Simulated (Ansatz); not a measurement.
Relaxation of ClFH4NSi (8 atoms, charge 1, multiplicity 1), to a largest force component of 0.02 eV/Å in at most 40 steps.

Level of theory: RKS B3LYP/def2-SVP (Ansatz 0.2.0).

```xyz
8
Properties=species:S:1:pos:R:3:forces:R:3
N 0.115 0.940 0.049 -0.31 -0.50 -0.23
Si -0.227 -0.966 0.019 1.12 0.98 1.28
F 1.295 -1.333 0.292 0.52 -0.40 -0.09
Cl -0.842 -1.408 -1.775 -0.62 -0.31 -1.15
H 0.540 1.223 0.938 0.08 0.03 0.25
H 0.784 1.192 -0.686 0.15 0.11 -0.19
H -0.721 1.510 -0.089 -0.23 0.31 -0.05
H -0.945 -1.157 1.252 -0.71 -0.22 0.19
```

Task: Where does it end, and by what steps?

Result: The run converged. Limits of this set-up: the dipole of an ion depends on the origin. After 5 steps the energy has fallen by 0.136 eV; H8 moved furthest, 0.10 Å.

```json
{"step": "0", "energy less start (eV)": "0.0000", "largest force component (eV/Å)": "1.276", "accepted": "yes"}
{"step": "1", "energy less start (eV)": "-0.1225", "largest force component (eV/Å)": "0.440", "accepted": "yes"}
{"step": "2", "energy less start (eV)": "-0.1338", "largest force component (eV/Å)": "0.163", "accepted": "yes"}
{"step": "3", "energy less start (eV)": "-0.1358", "largest force component (eV/Å)": "0.057", "accepted": "yes"}
{"step": "4", "energy less start (eV)": "-0.1360", "largest force component (eV/Å)": "0.023", "accepted": "yes"}
{"step": "5", "energy less start (eV)": "-0.1360", "largest force component (eV/Å)": "0.004", "accepted": "yes"}
```

```xyz
8
Properties=species:S:1:pos:R:3
N 0.125 0.942 0.047
Si -0.155 -0.946 0.070
F 1.355 -1.409 0.298
Cl -0.874 -1.369 -1.754
H 0.547 1.279 0.927
H 0.772 1.214 -0.710
H -0.742 1.484 -0.096
H -1.028 -1.195 1.218
```

Time of the run: 15 s on 1 CPU thread of a shared host.
